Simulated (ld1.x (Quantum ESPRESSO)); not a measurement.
Ca (Z = 20): TM pseudisation with PBEsol, scalar-relativistic reference atom.

The input file (ld1.x (Quantum ESPRESSO) 7.5):

```
&input
   title='Ca', zed=20., rel=1, dft='PBESOL', iswitch=3,
   config='[Ar] 3d0 4s1.75 4p0',
   nld=3, rlderiv=4.00, eminld=-4.0, emaxld=5.0, deld=0.02
 /
 &inputp
   pseudotype=2, tm=.true., lloc=-1, rcloc=2.85,
   nlcc=.true., new_core_ps=.true.,
   file_pseudopw='Ca.UPF', file_wfcaegen='ae.wfc', file_wfcncgen='nc.wfc', file_beta='beta', file_chi='chi'
 /
3
4S  1  0   1.75   0.00  3.70  3.70  0.0
3P  2  1   6.00   0.00  1.70  1.70  0.0
3D  3  2   0.00   0.00  2.65  2.65  0.0
 &test
   configts(1)='3p6 3d0 4s1.75 4p0'
 /
```

Command:

```bash
ld1.x < Ca.in > Ca.out
```

Resulting log (shortened: banner, matrices, multipoles, cross overlaps and the repeated all-electron block are left out):

```
Program LD1 v.7.5
     --------------------------- All-electron run ----------------------------

     Ca
     scalar relativistic calculation

     atomic number is 20.00
     dft =PBESOL   lsd =0 sic =0 latt =0  beta=0.20 tr2=1.0E-14
     Exchange-correlation= PBESOL
                           (   1   4  10   8   0   0   0)
     mesh =1169 r(mesh) =  99.90979 a.u. xmin = -7.00 dx = 0.01250
     1 Ry =  13.60569312 eV, c = 137.03599908

     n l     nl                  e(Ry)          e(Ha)          e(eV)
     1 0     1S 1( 2.00)      -290.0007      -145.0003     -3945.6603
     2 0     2S 1( 2.00)       -30.5289       -15.2644      -415.3666
     2 1     2P 1( 6.00)       -24.7011       -12.3505      -336.0752
     3 0     3S 1( 2.00)        -3.5680        -1.7840       -48.5454
     3 1     3P 1( 6.00)        -2.1705        -1.0853       -29.5318
     3 2     3D 1( 0.00)        -0.2516        -0.1258        -3.4235
     4 0     4S 1( 1.75)        -0.3674        -0.1837        -4.9992
     4 1     4P 1( 0.00)        -0.1800        -0.0900        -2.4488

     final scf error:  6.8E-15 reached in  21 iterations

     Etot =   -1358.857223 Ry,    -679.428611 Ha,  -18488.194372 eV

     Ekin =    1367.894136 Ry,     683.947068 Ha,   18611.147844 eV
     Encl =   -3226.935755 Ry,   -1613.467877 Ha,  -43904.697609 eV
     Eh   =     570.312186 Ry,     285.156093 Ha,    7759.492585 eV
     Exc  =     -70.127790 Ry,     -35.063895 Ha,    -954.137190 eV

     normalization and overlap integrals

     s(1S/1S) =  1.000000  <r> =   0.0769  <r2> =    0.0080  r(max) =   0.0506
     s(2S/2S) =  1.000000  <r> =   0.3647  <r2> =    0.1576  r(max) =   0.2987
     s(2P/2P) =  1.000000  <r> =   0.3280  <r2> =    0.1332  r(max) =   0.2477
     s(3S/3S) =  1.000000  <r> =   1.1568  <r2> =    1.5451  r(max) =   0.9918
     s(3P/3P) =  1.000000  <r> =   1.2711  <r2> =    1.9078  r(max) =   1.0427
     s(3D/3D) =  1.000000  <r> =   2.2322  <r2> =    6.8486  r(max) =   1.2735
     s(4S/4S) =  1.000000  <r> =   3.8934  <r2> =   17.3038  r(max) =   3.3343
     s(4P/4P) =  1.000000  <r> =   5.0207  <r2> =   29.0351  r(max) =   4.2282

     ------------------------ End of All-electron run ------------------------

     --------------------- Generating NC pseudopotential ---------------------

      Generating local potential from pseudized AE potential:
      Matching radius rcloc =   2.8500

      Local pseudo, rcloc= 2.870 Estimated cut-off energy=     2.80 Ry

      Computing core charge for nlcc:

       r > 0.64 : true rho core
      Core charge pseudized with two Bessel functions
      Integrated core pseudo-charge :   6.68

      Wfc   4S  rcut= 3.685  Using Troullier-Martins method

      Wfc   3P  rcut= 1.698  Using Troullier-Martins method

      Wfc   3D  rcut= 2.663  Using Troullier-Martins method

     ------------------- End of pseudopotential generation -------------------

     Computing logarithmic derivative in   3.99697
     Computing logarithmic derivative in   3.99697
     Computing the partial wave expansion
     R is outside the sphere for l=    0 j= 0.00
     R is outside the sphere for l=    1 j= 0.00
     R is outside the sphere for l=    2 j= 0.00

     ---------------------- Testing the pseudopotential ----------------------

     Ca
     scalar relativistic calculation

     atomic number is 20.00   valence charge is  8.00
     dft =PBESOL   lsd =0 sic =0 latt =0  beta=0.20 tr2=1.0E-14
     mesh =1169 r(mesh) =  99.90979 xmin = -7.00 dx = 0.01250

     n l     nl             e AE (Ry)        e PS (Ry)    De AE-PS (Ry)
     2 1     3P   1( 6.00)       -2.17055       -2.17055        0.00001
     3 2     3D   1( 0.00)       -0.25162       -0.25162       -0.00000
     1 0     4S   1( 1.75)       -0.36743       -0.36744        0.00000
     3 1     4P   1( 0.00)       -0.17998       -0.16637       -0.01361  !

     eps = 2.2E-17  iter =  6

     Etot =   -1358.857223 Ry,    -679.428611 Ha,  -18488.194372 eV
     Etotps =   -60.038084 Ry,     -30.019042 Ha,    -816.859743 eV

     Ekin =      21.542641 Ry,      10.771320 Ha,     293.102561 eV
     Encl =     -69.266669 Ry,     -34.633335 Ha,    -942.421046 eV
     Ehrt =      32.315665 Ry,      16.157833 Ha,     439.677026 eV
     Ecxc =     -24.052728 Ry,     -12.026364 Ha,    -327.254039 eV
     (Ecc =     -15.397641 Ry,      -7.698820 Ha,    -209.495578 eV)
     Epseu=     -20.576993 Ry,     -10.288496 Ha,    -279.964246 eV

     ---------------------- End of pseudopotential test ----------------------
```

Generation and configuration tests took about 0.97 s on one core of a shared server CPU.

Transferability test of the new file with ld1.x, input:

```
&input
   title='Ca', zed=20., rel=1, dft='PBESOL', iswitch=2,
   config='[Ar] 3d0 4s1.75 4p0'
 /
 &test
   file_pseudo='Ca.UPF', nconf=8,
   configts(1)='3p6 3d0 4s1.75 4p0',
   configts(2)='3p6 3d0 4s2 4p0',
   configts(3)='3p6 3d0 4s1 4p0',
   configts(4)='3p6 3d0 4s0 4p0',
   configts(5)='3p6 3d1 4s0 4p0',
   configts(6)='3p6 3d1 4s1 4p0',
   configts(7)='3p6 3d0 4s1.5 4p0',
   configts(8)='3p6 3d0.5 4s1.5 4p0'
 /
```

```bash
ld1.x < Ca.test.in > Ca.test.out
```

Pseudopotential blocks of its output, shortened (energy terms left out):

```
     ---------------------- Testing the pseudopotential ----------------------

     n l     nl             e AE (Ry)        e PS (Ry)    De AE-PS (Ry)
     2 1     3P   1( 6.00)       -2.17055       -2.17055        0.00001
     3 2     3D   1( 0.00)       -0.25162       -0.25162        0.00000
     1 0     4S   1( 1.75)       -0.36743       -0.36744        0.00000
     3 1     4P   1( 0.00)       -0.17998       -0.16637       -0.01361  !

     eps = 9.0E-15  iter =  5

     Etot =   -1358.857223 Ry,    -679.428611 Ha,  -18488.194371 eV
     Etotps =   -60.038084 Ry,     -30.019042 Ha,    -816.859748 eV

     ---------------------- End of pseudopotential test ----------------------

          ---------------------- Testing the pseudopotential ----------------------

     n l     nl             e AE (Ry)        e PS (Ry)    De AE-PS (Ry)
     2 1     3P   1( 6.00)       -2.05425       -2.05605        0.00179
     3 2     3D   1( 0.00)       -0.14378       -0.14470        0.00092
     1 0     4S   1( 2.00)       -0.27669       -0.27689        0.00020
     3 1     4P   1( 0.00)       -0.10189       -0.09085       -0.01104  !

     eps = 1.4E-15  iter =  8

     Etot =   -1358.937655 Ry,    -679.468828 Ha,  -18489.288711 eV
     Etotps =   -60.118547 Ry,     -30.059273 Ha,    -817.954501 eV
     dEtot_ae =      -0.080432 Ry
     dEtot_ps =      -0.080463 Ry,   Delta E=       0.000030 Ry

     ---------------------- End of pseudopotential test ----------------------

          ---------------------- Testing the pseudopotential ----------------------

     n l     nl             e AE (Ry)        e PS (Ry)    De AE-PS (Ry)
     2 1     3P   1( 6.00)       -2.56021       -2.55339       -0.00682  !
     3 2     3D   1( 0.00)       -0.61297       -0.60882       -0.00415
     1 0     4S   1( 1.00)       -0.65724       -0.65665       -0.00059
     3 1     4P   1( 0.00)       -0.43447       -0.41185       -0.02262  !

     eps = 5.9E-17  iter = 11

     Etot =   -1358.474246 Ry,    -679.237123 Ha,  -18482.983708 eV
     Etotps =   -59.655346 Ry,     -29.827673 Ha,    -811.652329 eV
     dEtot_ae =       0.382977 Ry
     dEtot_ps =       0.382738 Ry,   Delta E=       0.000238 Ry

     ---------------------- End of pseudopotential test ----------------------

          ---------------------- Testing the pseudopotential ----------------------

     n l     nl             e AE (Ry)        e PS (Ry)    De AE-PS (Ry)
     2 1     3P   1( 6.00)       -3.15945       -3.15094       -0.00852  !
     3 2     3D   1( 0.00)       -1.16697       -1.16198       -0.00499
     1 0     4S   1( 0.00)       -1.05424       -1.06132        0.00709  !
     3 1     4P   1( 0.00)       -0.77324       -0.73375       -0.03949  !

     eps = 3.3E-18  iter =  7

     Etot =   -1357.615669 Ry,    -678.807835 Ha,  -18471.302175 eV
     Etotps =   -58.795609 Ry,     -29.397804 Ha,    -799.955009 eV
     dEtot_ae =       1.241554 Ry
     dEtot_ps =       1.242475 Ry,   Delta E=      -0.000922 Ry

     ---------------------- End of pseudopotential test ----------------------

          ---------------------- Testing the pseudopotential ----------------------

     n l     nl             e AE (Ry)        e PS (Ry)    De AE-PS (Ry)
     2 1     3P   1( 6.00)       -2.28308       -2.27124       -0.01184  !
     3 2     3D   1( 1.00)       -0.41089       -0.40977       -0.00112
     1 0     4S   1( 0.00)       -0.54994       -0.55174        0.00180
     3 1     4P   1( 0.00)       -0.35186       -0.33663       -0.01523  !

     eps = 8.1E-16  iter =  9

     Etot =   -1358.377158 Ry,    -679.188579 Ha,  -18481.662759 eV
     Etotps =   -59.556202 Ry,     -29.778101 Ha,    -810.303407 eV
     dEtot_ae =       0.480065 Ry
     dEtot_ps =       0.481882 Ry,   Delta E=      -0.001818 Ry

     ---------------------- End of pseudopotential test ----------------------

          ---------------------- Testing the pseudopotential ----------------------

     n l     nl             e AE (Ry)        e PS (Ry)    De AE-PS (Ry)
     2 1     3P   1( 6.00)       -1.89631       -1.88973       -0.00658  !
     3 2     3D   1( 1.00)       -0.05520       -0.05458       -0.00062
     1 0     4S   1( 1.00)       -0.24284       -0.24398        0.00115
     3 1     4P   1( 0.00)       -0.08938       -0.08152       -0.00786  !

     eps = 2.4E-15  iter = 15

     Etot =   -1358.770270 Ry,    -679.385135 Ha,  -18487.011320 eV
     Etotps =   -59.950787 Ry,     -29.975393 Ha,    -815.672004 eV
     dEtot_ae =       0.086953 Ry
     dEtot_ps =       0.087298 Ry,   Delta E=      -0.000345 Ry

     ---------------------- End of pseudopotential test ----------------------

          ---------------------- Testing the pseudopotential ----------------------

     n l     nl             e AE (Ry)        e PS (Ry)    De AE-PS (Ry)
     2 1     3P   1( 6.00)       -2.29402       -2.29192       -0.00210
     3 2     3D   1( 0.00)       -0.36617       -0.36497       -0.00120
     1 0     4S   1( 1.50)       -0.46164       -0.46141       -0.00024
     3 1     4P   1( 0.00)       -0.26212       -0.24576       -0.01637  !

     eps = 9.0E-15  iter =  8

     Etot =   -1358.753655 Ry,    -679.376828 Ha,  -18486.785263 eV
     Etotps =   -59.934543 Ry,     -29.967272 Ha,    -815.451001 eV
     dEtot_ae =       0.103568 Ry
     dEtot_ps =       0.103541 Ry,   Delta E=       0.000027 Ry

     ---------------------- End of pseudopotential test ----------------------

          ---------------------- Testing the pseudopotential ----------------------

     n l     nl             e AE (Ry)        e PS (Ry)    De AE-PS (Ry)
     2 1     3P   1( 6.00)       -1.95087       -1.94878       -0.00209
     3 2     3D   1( 0.50)       -0.08130       -0.08179        0.00048
     1 0     4S   1( 1.50)       -0.25240       -0.25312        0.00072
     3 1     4P   1( 0.00)       -0.09056       -0.08142       -0.00914  !

     eps = 2.4E-15  iter = 12

     Etot =   -1358.860570 Ry,    -679.430285 Ha,  -18488.239908 eV
     Etotps =   -60.041653 Ry,     -30.020827 Ha,    -816.908309 eV
     dEtot_ae =      -0.003347 Ry
     dEtot_ps =      -0.003569 Ry,   Delta E=       0.000222 Ry

     ---------------------- End of pseudopotential test ----------------------
```
